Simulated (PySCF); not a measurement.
A side-by-side comparison of computed properties.

First species: C₆H₁₁OP.
Numbering: `[CH2:1]=[P@:2]1([CH3:3])[C:4]([CH3:5])=[C:6]1[O:7][CH3:8]` (hydrogens: H9, H10 on C1; H11, H12, H13 on C3; H14, H15, H16 on C5; H17, H18, H19 on C8)

Second species: C4H13ClSSi2.
SMILES with atom numbers: `[CH3:1][SiH2:2][S:3][Si@@H:4]([Cl:5])[CH:6]([CH3:7])[CH3:8]` (hydrogens: H9, H10, H11 on C1; H12, H13 on Si2; H14 on Si4; H15 on C6; H16, H17, H18 on C7; H19, H20, H21 on C8)

Geometry (GFN2-xTB, Å), atoms numbered from 1 in this order:
```
atom  x, y, z in Å
C1     4.2523    1.1806   -0.1435
Si2    2.9869   -0.2022    0.0820
S3     1.0710    0.8051    0.1498
Si4   -0.3633   -0.7782   -0.0146
Cl5    0.1667   -2.3697    1.1233
C6    -2.0345   -0.0841    0.5734
C7    -3.1268   -1.1491    0.5072
C8    -2.4384    1.1492   -0.2320
H9     4.0705    1.7300   -1.0628
H10    4.2058    1.8911    0.6767
H11    5.2595    0.7790   -0.1847
H12    2.9448   -1.1247   -1.0502
H13    3.1440   -0.9226    1.3402
H14   -0.3845   -1.2380   -1.3998
H15   -1.9305    0.2246    1.6205
H16   -4.0651   -0.7554    0.8947
H17   -2.8550   -2.0234    1.0944
H18   -3.2912   -1.4650   -0.5210
H19   -2.5906    0.8911   -1.2779
H20   -3.3661    1.5686    0.1535
H21   -1.6643    1.9102   -0.1750
```

Levels: PBE0/pcSseg-1 for dipole moment, HOMO energy, LUMO energy and HOMO–LUMO gap; GFN2-xTB for rotational constant A and rotational constant C. Geometries: GFN2-xTB. Each species is one conformer at its optimised geometry, gas phase, non-relativistic unless stated; the electronic structure was computed with PySCF and density fitting.

Dipoles, sizes and rotational constants follow the conformer. The torsions of the flexible species, by atom-mapped SMILES:
- `[CH2:1]=[P@:2]1([CH3:3])[C:4]([CH3:5])=[C:6]1[O:7][CH3:8]`: C4–C6–O7–C8 179°
- `[CH3:1][SiH2:2][S:3][Si@@H:4]([Cl:5])[CH:6]([CH3:7])[CH3:8]`: C1–Si2–S3–Si4 168°, Si2–S3–Si4–Cl5 42°, S3–Si4–C6–C7 -179°

Which has the higher HOMO energy?

The first: -5.25 eV against -7.30 eV, a difference of 2.05 eV.

Which has the higher HOMO–LUMO gap?

The second: 7.57 eV against 5.49 eV, a difference of 2.08 eV.

Which has the higher rotational constant C?

The first: 1.042 GHz against 0.433 GHz, a difference of 0.609 GHz.

Which of the two has the higher rotational constant A, and by how much?

The first: 1.739 GHz against 1.663 GHz, a difference of 0.076 GHz.

Which has the higher dipole moment?

The first: 2.04 D against 0.75 D, a difference of 1.29 D.

On the first: In atomic units the dipole is 0.80 e·bohr (1 au = 2.5417 D). A dipole of 2.04 D is allowed in C1, and pure rotational transitions are dipole-allowed.

On the second: In atomic units the dipole is 0.29 e·bohr (1 au = 2.5417 D).
